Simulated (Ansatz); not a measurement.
Geometry optimisation, RHF/def2-SVP (Ansatz 0.2.0).

The input (input.yaml):

```yaml
crystal:
  periodic: [false, false, false]
  atoms:
    - { symbol: Ge, position_ang: [0.0, 0.0, 0.0] }
    - { symbol: Cl, position_ang: [0.0, 0.0, 2.57] }
    - { symbol: Cl, position_ang: [2.0935, 0.0, -0.7393] }
    - { symbol: Cl, position_ang: [-1.0456, 1.8115, -0.7393] }
    - { symbol: F, position_ang: [-0.7913, -1.3709, -0.5594] }
    - { symbol: O, position_ang: [1.0856, 1.6372, 0.6527] }
    - { symbol: Al, position_ang: [2.5401, 1.5558, 1.6756] }
    - { symbol: H, position_ang: [3.2578, 0.1896, 1.9037] }
    - { symbol: H, position_ang: [3.0971, 2.8506, 2.3439] }
    - { symbol: H, position_ang: [0.7768, 1.1714, 1.8227] }
basis:
  gaussian: { orbitals: def2-SVP }
hamiltonian:
  xc: hf
relax:
  f_tol: 0.15
  max_steps: 25
  restrain:
    - { distance: [0, 5], at: 1.77, k: 30.0 }
    - { distance: [9, 1], at: 1.37, k: 30.0 }
    - { distance: [0, 1], at: 3.42, k: 30.0 }
    - { distance: [9, 5], at: 2.21, k: 30.0 }
```

Command:

```bash
$ ansatz run input.yaml --threads 4 --pin off --max-ram 5120MiB --backend cpu --events-out ev --progress --plain --runs-dir out
```

Where does it end, and by what steps?

It converged. The restraints hold the end off the free minimum; the threshold counts their pulls, which the force column leaves out. Restrained pairs: Ge1–O6 (2.07 → 1.74 Å), Cl2–H10 (1.59 → 1.32 Å), Ge1–Cl2 (2.57 → 3.43 Å), O6–H10 (1.30 → 2.22 Å). After 13 steps the energy has fallen by 5.618 eV (the restraints' own energy left out); Cl3 moved furthest, 1.45 Å.

```tsv
step	energy less start (eV)	largest force component (eV/Å)	accepted
0	0.0000	7.797	yes
1	0.0873	6.099	yes
2	-0.4803	5.294	yes
3	-1.9279	4.176	yes
4	-3.4100	2.400	yes
5	-4.1776	1.874	yes
6	-4.7074	2.322	yes
7	-5.0320	2.138	yes
8	-5.3498	1.816	yes
9	-5.4449	1.440	yes
10	-5.4936	1.497	yes
11	-5.5097	1.835	yes
12	-5.5846	1.415	yes
13	-5.6181	1.213	yes
```

```xyz
10
Properties=species:S:1:pos:R:3
Ge 0.480 0.315 -0.332
Cl -0.824 0.493 2.840
Cl 1.628 0.101 -2.110
Cl -1.356 1.280 -0.761
F 0.170 -1.260 0.221
O 1.401 1.214 0.834
Al 2.856 1.341 1.736
H 3.955 0.237 1.549
H 2.961 2.586 2.686
H -0.256 1.538 2.268
```

Time of the run: 33 s on 4 threads of Arm Neoverse V2, with other jobs on the host, peak memory 0.45 GiB.
